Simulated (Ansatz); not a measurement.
A run for Ansatz (a program for electronic structure): R-r2SCAN/def2-TZVPPD on HCl (SMILES Cl) with ghost functions. Files ending in .json are basis or fitting sets from the Basis Set Exchange.

Ansatz 0.2 input:
```yaml
crystal:
  periodic: [false, false, false]
  atoms:
    - {symbol: Cl, position_ang: [0.66261912, -0.26535882, 0.25137751]}
    - {symbol: H, position_ang: [-0.00026337, -0.38571534, 1.37779825]}
basis:
  gaussian:
    orbitals: def2-TZVPPD.json
    ghost_atoms:
      - {symbol: C, position_ang: [0.16988612, 0.13220441, 3.92731266]}
      - {symbol: O, position_ang: [-0.75889389, -0.39812620, 2.97552727]}
      - {symbol: H, position_ang: [0.43911508, 1.16520220, 3.69328375]}
      - {symbol: H, position_ang: [1.06226126, -0.48662219, 3.86597006]}
      - {symbol: H, position_ang: [-0.23354958, 0.07621794, 4.94084420]}
      - {symbol: H, position_ang: [-1.56388043, 0.13110700, 2.98615699]}
hamiltonian:
  xc: {name: r2SCAN}
scf: {lower_state_search: off}
```

The head of its log:

```
WARN ansatz: RAYON_NUM_THREADS=1 ignored (pool sized by the plan → 1); use --threads N
Functional definition: r2SCAN
these checks for a lower state are left out or cut short: stability, starts, cluster_reference, orbital_swaps, neighbouring_geometries, increment
integrals: 0.11 GiB planned
929 factors; their error is unknown
mean field: 0.86 GiB planned
mean field evaluation 1: about -12538.3991 eV, gradient 1.0e1 eV
mean field evaluation 2: about -12538.4404 eV, gradient 1.1e1 eV
```

Problem. What total energy does the run end on?

Solution. -460.7864 hartree.
